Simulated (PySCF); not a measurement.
**Ionisation energy of Ar⁺ by level of theory**

Ar⁺ [Ne] 3s2 3p5 [3p1/2^2 3p3/2^3, M_J = 3/2] → Ar²⁺ [Ne] 3s2 3p4 [3p1/2^2 3p3/2^2, M_J = 2], as a difference of total energies. All numbers are calculated (PySCF 2.14, the two-component X2C-1e Hamiltonian, in x2c-QZVPPall-2c (9s7p4d2f1g, 73 functions)). Correlated levels: [Ne] frozen; the 4 highest virtual spinors dropped. "Screened" scales the spin-orbit matrix elements by Boettger's factors to mimic the two-electron term; Breit and QED terms are absent.

```
                    method  ionisation energy (eV)
           GHF (spin-free)                  26.363
          GMP2 (spin-free)                  27.462
 GHF (screened spin-orbit)                  26.351
GMP2 (screened spin-orbit)                  27.451
```

**Question.** How much does correlation contribute at GMP2 (screened spin-orbit)?

**Answer.** 27.451 − (26.351) = 1.100 eV, measured against GHF (screened spin-orbit).

Errors of the correlated levels include the incompleteness of this basis and the frozen core.

The labels give the starting determinants; with spin-orbit coupling the two ends relaxed to ⟨J²⟩ = 3.76, ⟨L²⟩ = 2.01, ⟨S²⟩ = 0.75 and ⟨J²⟩ = 6.01, ⟨L²⟩ = 2.02, ⟨S²⟩ = 2.00.

For comparison: 27.630 eV (measured; NIST Atomic Spectra Database, ionization energies).
